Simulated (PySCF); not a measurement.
**What settings do to a single point of [Nd(NH3)3]3+**

The sound run of [Nd(NH3)3]3+ (singlet in the valence; each metal's 4f electrons, 3 of them, lie in its core potential, out of spins and levels) uses PySCF 2.14.0, RKS PBE, Nd lcecp-1-SVP with ECP49, N def2-SVP, H def2-SVP; non-relativistic Hamiltonian with scalar-relativistic core potentials where named; density fitting; no spin-orbit coupling, grid (50, 194), threshold 1e-8 Eh and 55 cycles, at the relaxed geometry:

```xyz
13

Nd    0.0000    0.0000    0.7760
N     2.3551   -0.0012   -0.0061
H     3.0550   -0.2708    0.7240
H     2.5849   -0.6490   -0.7941
H     2.7206    0.9174   -0.3460
N    -1.1765    2.0402   -0.0061
H    -1.2930    2.7811    0.7240
H    -0.7304    2.5630   -0.7941
H    -2.1549    1.8974   -0.3460
N    -1.1786   -2.0390   -0.0061
H    -1.7620   -2.5103    0.7240
H    -1.8544   -1.9141   -0.7941
H    -0.5658   -2.8149   -0.3460
```

There Nd1 has a Mulliken charge of 1.72 e and the dipole about the centre of mass is 2.56 D. Each run below changes one thing and starts from free metal ions and neutral atoms unless it says otherwise; with 55 cycles, smearing, a level shift and second-order steps follow where DIIS fails, and their cycles count. Energy shifts count from the sound run. On f atoms grids over 110 angular points are at least (60, 302).

```json
{"change": "threshold 0.001", "outcome": "converged", "cycles": "6", "energy shift (eV)": "0.0002", "largest force component (eV/Å)": "0.02", "charge on Nd1 (e)": "1.72", "dipole about the centre of mass (D)": "2.54"}
{"change": "charge changed by -3, spin kept, limit 91 cycles", "outcome": "refused", "cycles": "–", "energy shift (eV)": "–", "largest force component (eV/Å)": "–", "charge on Nd1 (e)": "–", "dipole about the centre of mass (D)": "–"}
{"change": "start from a density of up to 30 smeared cycles (not counted)", "outcome": "converged", "cycles": "6", "energy shift (eV)": "0.0000", "largest force component (eV/Å)": "0.00", "charge on Nd1 (e)": "1.72", "dipole about the centre of mass (D)": "2.56"}
{"change": "grid (10, 14)", "outcome": "converged", "cycles": "11", "energy shift (eV)": "-3.11", "largest force component (eV/Å)": "11.47", "charge on Nd1 (e)": "1.86", "dipole about the centre of mass (D)": "2.30"}
```

**Question.** How does the run with this change end: all coordinates × 1.05?

**Answer.** outcome converged, cycles 10, energy shift (eV) 0.58, largest force component (eV/Å) 1.62, charge on Nd1 (e) 1.74, dipole about the centre of mass (D) 2.58.

Unsound on purpose, so not properties of the compound: grid (10, 14).

Forces carry noise of the integration grid, about 0.01 to 0.03 eV/Å.

A frequency check found unstable modes (3, the lowest at -16 cm⁻¹), so the relaxed geometry is a saddle point, or these are noise. An lcecp potential fixes the number of 4f electrons, so in runs with it no electron can move into or out of that shell.
